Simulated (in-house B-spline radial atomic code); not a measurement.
Configurations of In IV (In3+), with energies counted from [Kr] 4d10. Method: Dirac-Hartree-Fock, average of configuration, Fermi nucleus of rms radius 4.6156 fm. Calculated with a radial B-spline atomic code at the basis-set limit. Energies include first-order Breit, QED and recoil terms.

Occupations are held fixed; configurations that lie above the ionisation limit could autoionise.

```tsv
configuration	E - E(ref) (eV)	highest orbital	its <r> (bohr)
[Kr] (4d3/2)3 (4d5/2)6 7s1	44.233	7s1/2	7.489
[Kr] (4d3/2)3 (4d5/2)6 (6f7/2)1	48.747	6f7/2	10.85
[Kr] (4d3/2)3 (4d5/2)6 (6g9/2)1	49.17	6g9/2	10.98
[Ar] (3d3/2)4 (3d5/2)5 4s2 4p6 4d10 (7p1/2)1	473.44	7p1/2	8.231
[Ar] (3d3/2)4 (3d5/2)5 4s2 4p6 4d10 (8g9/2)1	479.75	8g9/2	21.47
[Ar] (3d3/2)3 (3d5/2)6 4s2 4p6 4d10 (8f5/2)1	487.11	8f5/2	20.91
```

Task: Order these further configurations by energy, lowest first.
A. [Ar] (3d3/2)3 (3d5/2)6 4s2 4p6 4d10 (4f5/2)1
B. [Ar] (3d3/2)3 (3d5/2)6 4s2 4p6 4d10 7s1
C. [Ar] (3d3/2)3 (3d5/2)6 4s2 4p6 4d10 (5p3/2)1
D. [Ar] (3d3/2)4 (3d5/2)5 4s2 4p6 4d10 (8p3/2)1
E. [Ar] (3d3/2)4 (3d5/2)5 4s2 4p6 4d10 (7g7/2)1

Result: C (460.72 eV), A (476.4 eV), D (476.62 eV), E (478.71 eV), B (479.67 eV).

Task: How far above the reference does [Ar] 3d10 4s2 (4p1/2)1 (4p3/2)4 4d10 (4f7/2)1 lie?

Result: 113.79 eV; its least bound orbital is 4f7/2 with <r> = 3.904 bohr.
